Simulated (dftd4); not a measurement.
H₁₂MnO₆ (SMILES [OH2]->[Mn+2](<-[OH2])(<-[OH2])(<-[OH2])(<-[OH2])<-[OH2]), charge +2, sextet, geometry from GFN2-xTB (such geometries of metal compounds can be far from the true shape); D4 for pbe (dftd4).

dftd4 was given this input:
```
$ dftd4 mol.xyz --func pbe --charge 2 --json dftd4.json --noedisp

# file mol.xyz
19

Mn    -0.00063942     0.00020933     0.00001784
O     -0.82550013     1.89228342    -1.07802357
H     -1.63758451     1.95817530    -1.59398725
H     -0.43216225     2.77281080    -1.08098040
O      1.82393510     1.16911336     0.84561490
H      1.87320341     1.64034769     1.68558344
H      2.67593419     1.29945647     0.41299253
O      1.20817102    -0.47524321    -1.92953272
H      1.77470768    -1.24085005    -2.08097995
H      1.22506864     0.03828599    -2.74564457
O     -1.16899651     0.58686199     1.92700856
H     -1.73161816     1.36017882     2.05142413
H     -1.20228042     0.09339134     2.75491605
O     -1.83661873    -1.22494394    -0.74206859
H     -1.91193093    -1.70521728    -1.57496564
H     -2.68021292    -1.33794237    -0.28861353
O      0.80633101    -1.95046856     0.97679709
H      0.39238237    -2.82137762     0.96264610
H      1.61190443    -2.04331680     1.49879762
```

The log (banner, timings and long lists left out):

```
                    ____  _____ _____     ____  _  _
      -------------|  _ \|  ___|_   _|---|  _ \| || |------------
     |             | | | | |_    | | ___ | | | | || |_           |
     |             | |_| |  _|   | ||___|| |_| |__   _|          |
     |             |____/|_|     |_|     |____/   |_|            |
     |             ===================================           |
     |            E. Caldeweyher, S. Ehlert & S. Grimme          |
     |          Mulliken Center for Theoretical Chemistry        |
     |                    University of Bonn                     |
      -----------------------------------------------------------

Rational (Becke-Johnson) damping: pbe-D4-ATM
---------------------
  s6         1.0000
  s8         0.9595
  s9         1.0000
  a1         0.3857
  a2         4.8069
 alp        16.0000
--------------------

Dispersion energy:      -1.0747024378367E-02 Eh

[Info] JSON dump of results written to 'dftd4.json'
```
